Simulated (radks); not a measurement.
Values are calculated unless marked as measured or tabulated.
Effect of the nuclear size on neutral gallium, [Ar] 3d10 4s2 4p1. Level of theory: Dirac Kohn-Sham, BLYP, spin-unpolarised, spherical densities, finite nucleus; open shells are shared between the two j in proportion to 2j + 1; Fermi nuclear charge, rms radius 3.9973 fm (a radial shooting solver on a logarithmic mesh with Libxc functionals). The rms radius is varied about that value; shifts are against it.

| rms radius (fm) | total energy shift (eV) | density at nucleus (e/bohr^3) | 1s1/2 shift (meV) | 2s1/2 shift (meV) | 3s1/2 shift (meV) | 3p1/2 shift (meV) |
|---|---|---|---|---|---|---|
| 3.5576 | -0.0587 | 2.846e+04 | -24.9 | -2.41 | -0.354 | 0.035 |
| 3.8134 | -0.0253 | 2.834e+04 | -10.8 | -1.04 | -0.153 | 0.015 |
| 3.9973 | 0 | 2.826e+04 | 0.000 | 0.000 | 0.000 | 0.000 |
| 4.385 | 0.0571 | 2.81e+04 | 24.2 | 2.34 | 0.344 | -0.034 |
| 4.6089 | 0.0923 | 2.802e+04 | 39.2 | 3.78 | 0.557 | -0.055 |

Slopes of the eigenvalues against <r^2> in GHz/fm^2, as finite differences over the two radii next to the reference (eigenvalue slopes, not the field-shift constants of lines): 1s1/2 1810, 2s1/2 174, 3s1/2 25.6, 3p1/2 -2.54.
